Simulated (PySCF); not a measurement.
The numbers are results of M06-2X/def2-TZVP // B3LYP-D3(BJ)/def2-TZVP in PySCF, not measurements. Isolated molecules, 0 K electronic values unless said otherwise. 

Reference species (SMILES): `B(N)(N)N` (neutral, multiplicity 1).

- dipole moment = 0.02 D

Changed species: `NBN` (whole molecule; the reference has whole molecule).

Question: What does the change do to the dipole moment?

Answer: the dipole moment rises by 1.25 D, to 1.27 D.
